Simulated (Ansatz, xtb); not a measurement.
# Isomers of BH7N2Si in order of energy

9 gas-phase structures of BH7N2Si, found in a search over its isomers (lower ones may exist). Each was relaxed with GFN2-xTB; where two conformers were screened, the lower at r2SCAN-D4/def2-SVP is listed:

A. `BN(N)[SiH3]`, a singlet
B. `[BH3-][Si+](N)N`, a singlet
C. `NBN[SiH3]`, a singlet
D. `[BH2-]1N[SiH2][NH2+]1`, a singlet
E. a singlet given by its coordinates
F. `NB(N)[SiH3]`, a singlet
G. `NB[SiH2]N`, a singlet
H. `BNN[SiH3]`, a singlet
I. `BN[SiH2]N`, a singlet

E (Å):

```xyz
11

B     0.6154   -0.6331    2.3859
N     1.6655    0.7210    1.4324
N    -0.5246   -0.8244    1.8350
Si   -1.8971   -0.7960    0.8540
H     1.7104    0.3900    0.4785
H     1.1091    1.5635    1.4758
H     2.5914    0.8760    1.8091
H     1.3250   -0.9309    3.2482
H    -1.7894    0.2227   -0.2156
H    -3.0633   -0.4698    1.6832
H    -2.0487   -2.1111    0.2202
```

Close contacts (Å): B1–N2 1.96, B1–N3 1.28, N3–Si4 1.69, B1–H8 1.16, N2–H5 1.01, N2–H6 1.01, N2–H7 1.01, Si4–H9 1.48, Si4–H10 1.47, Si4–H11 1.47.

Question: Which do you expect lowest at r2SCAN-D4/def2-SVP, and how would the others follow?

Answer: Calculated order at r2SCAN-D4/def2-SVP: C (0.0), F (54.3), I (65.3), D (119.1), G (121.1), B (164.5), E (188.5), A (271.4), H (273.2) kJ/mol. Less than 1 kcal/mol parts D and G; A and H, so the order within those pairs means little.

Energies above the lowest of each column, in kJ/mol; the last columns are at PBE0-D3(BJ)/def2-SVP geometries and were run for some of them only (a dash: not run or not comparable):

| structure | GFN2-xTB | HF/STO-3G | r2SCAN-D4/def2-SVP | PBE0-D3(BJ)/def2-SVP | CCSD(T)/def2-SVP + ΔMP2/def2-TZVPP |
| --- | --- | --- | --- | --- | --- |
| C | 0.0 | 0.0 | 0.0 | 0.0 | 0.0 |
| F | 127.9 | 73.8 | 54.3 | 47.0 | 66.5 |
| I | 25.2 | 70.1 | 65.3 | 57.8 | – |
| D | 73.9 | 122.4 | 119.1 | – | – |
| G | 145.8 | 153.3 | 121.1 | – | – |
| B | 157.8 | 244.6 | 164.5 | – | – |
| E | 166.3 | 305.2 | 188.5 | – | – |
| A | 166.7 | 208.1 | 271.4 | – | – |
| H | 144.9 | 240.4 | 273.2 | – | – |

Every level run on C puts it lowest or level with the lowest. Some further structures that were screened fall inside this span and aren't listed. Flexible structures stand in one conformer each, not always the lowest. Frequencies (PBE0-D3(BJ)/def2-SVP) were run for C, F alone. ΔMP2 is the change of the MP2 energy from the smaller to the larger basis.

Over these structures GFN2-xTB departs from r2SCAN-D4/def2-SVP by 46.2 kJ/mol on average once a common shift is removed. A GFN2-xTB relaxation took about 0.12 s and the r2SCAN-D4/def2-SVP energy about 1.8 s on a shared host (Ansatz 0.2.0, xtb 6.7.1).
